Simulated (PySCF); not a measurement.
C₃H₉B, SMILES CB(C)C.

Geometry: PBE0-D3(BJ)/def2-SVP. The isomer is the one that the SMILES or the coordinates give; other isomers of the formula were not compared.

Two levels are set side by side: TDA-PBE/def2-SVPD (PySCF) and TDA-ωB97X/def2-SVPD (PySCF). Vertical, same geometry. The lowest singlet is HOMO→LUMO 99 % with PBE and HOMO−1→LUMO+1 84 % with the other functional; states are paired by order. Differences are taken from unrounded values.

```json
[
 {"quantity": "lowest singlet excitation (eV)", "TDA-ωB97X": "6.81", "TDA-PBE": "6.11", "TDA-PBE minus TDA-ωB97X": "-0.71"},
 {"quantity": "lowest triplet excitation (TDA) (eV)", "TDA-ωB97X": "6.29", "TDA-PBE": "5.58", "TDA-PBE minus TDA-ωB97X": "-0.71"},
 {"quantity": "first bright state (f over 0.05) (eV)", "TDA-ωB97X": "8.51", "TDA-PBE": "6.96", "TDA-PBE minus TDA-ωB97X": "-1.55"},
 {"quantity": "its oscillator strength", "TDA-ωB97X": "0.07", "TDA-PBE": "0.05", "TDA-PBE minus TDA-ωB97X": "-0.02"}
]
```

A lower first singlet is the usual sign of a functional without exact exchange. Differences between two approximate levels are no errors against the true value.

Rough cost on one machine, each run with all the roots and properties that it gave: TDA-ωB97X against TDA-PBE about 4 times.
